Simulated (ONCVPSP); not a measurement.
**Au (Z = 79): variants of one ONCV potential**

Base potential:

* Element: gold
* Generator: ONCVPSP 4.0.1
* Type: optimised norm-conserving Vanderbilt (ONCV)
* Functional: Wu-Cohen
* Relativity: scalar-relativistic
* Frozen core: [Kr] 4d10 4f14
* Valence charge: 19
* Reference configuration: 5s2 5p6 5d9 (charge +2)
* Partial waves: 5s: rc 1.50 bohr, ncon 3, nbas 7, qcut 8.1 1/bohr, 2 projectors, debl 3.1 Ha; 5p: rc 1.55 bohr, ncon 4, nbas 9, qcut 8.9 1/bohr, 2 projectors, debl 2 Ha; 5d: rc 1.50 bohr, ncon 4, nbas 8, qcut 7 1/bohr, 1 projector
* Local potential: polynomial inside 1.10 bohr (lpopt 2, dvloc0 0 Ha)
* Core correction: none

In the s channel the program set the typed energies aside and used -4.781, 0.050 Ha. In the p channel the program set the typed energies aside and used -2.989, 0.250 Ha.

All-electron outer shells of the reference configuration (Wu-Cohen, scalar-relativistic, ld1.x):

```
shell  level (eV)  outermost node (bohr)  outermost maximum (bohr)
   4f     -102.92                      –                      0.37
   5p      -81.34                   0.52                      0.96
   5d      -27.37                   0.56                      1.20
```

Cutoffs, loose and tight: the cutoffs (Ha) at which the residual kinetic energy of the hardest occupied pseudo-wave falls to 1 and 0.1 mHa per electron. They do not see the model core or the augmentation charge, which bear on the density cutoff. Test errors are all-electron minus pseudo excitation energies from the reference, over the configurations 5s2 5p6 5d10 6s1; 5s2 5p6 5d10; 5s2 5p6 5d8; 5s2 5p6 5d9 6s2. A dash means not determined; rows that change the core or the reference have their own tests.

```csv
change,outcome,"cutoff, loose","cutoff, tight",bound ghosts,GHOST(+) flags above zero,largest test error (meV)
base,"generated, projector energies reset by the program",26 Ha,32 Ha,none,s,+9.0
"all radii scaled by about 0.79 (s 1.18, p 1.22, d 1.18 bohr); local potential polynomial inside 0.86 bohr (lpopt 2, dvloc0 0 Ha)","generated, projector energies reset by the program",35 Ha,91 Ha,none,s,+8.9
"all radii scaled by about 0.95 (s 1.42, p 1.48, d 1.42 bohr); local potential polynomial inside 1.04 bohr (lpopt 2, dvloc0 0 Ha)","generated, projector energies reset by the program",28 Ha,34 Ha,none,s,+8.9
"all radii scaled by about 1.12 (s 1.68, p 1.74, d 1.68 bohr); local potential polynomial inside 1.24 bohr (lpopt 2, dvloc0 0 Ha)","generated, projector energies reset by the program",21 Ha,25 Ha,none,s,-12
"all radii scaled by about 1.23 (s 1.84, p 1.90, d 1.84 bohr); local potential polynomial inside 1.34 bohr (lpopt 2, dvloc0 0 Ha)","generated, projector energies reset by the program",19 Ha,23 Ha,none,none,+26
```

What comes out with this change to the base: all radii scaled by about 0.88 (s 1.32, p 1.36, d 1.32 bohr); local potential polynomial inside 0.96 bohr (lpopt 2, dvloc0 0 Ha)?

outcome: generated, projector energies reset by the program; cutoff, loose: 31 Ha; cutoff, tight: 37 Ha; bound ghosts: none; GHOST(+) flags above zero: s; largest test error (meV): +8.9.

What comes out with this change to the base: all radii scaled by about 1.28 (s 1.92, p 2.00, d 1.92 bohr); local potential polynomial inside 1.42 bohr (lpopt 2, dvloc0 0 Ha)?

outcome: generated, projector energies reset by the program; cutoff, loose: 19 Ha; cutoff, tight: 22 Ha; bound ghosts: none; GHOST(+) flags above zero: none; largest test error (meV): +24.

Reading the sweep of the scale of all radii (base = 1) (base included, trends over the rows without a ghost): The loose cutoff falls from 35 Ha at 0.79 to 19 Ha at 1.28. A larger radius leaves more room for a smooth pseudo-wave, so fewer plane waves are needed; a smaller one forces it to follow the all-electron wave where it bends sharply. The median size of the test errors (rows with all tests solved) is not monotonic: lowest 5.1 meV at 1.12, highest 12.0 meV at 1.23.
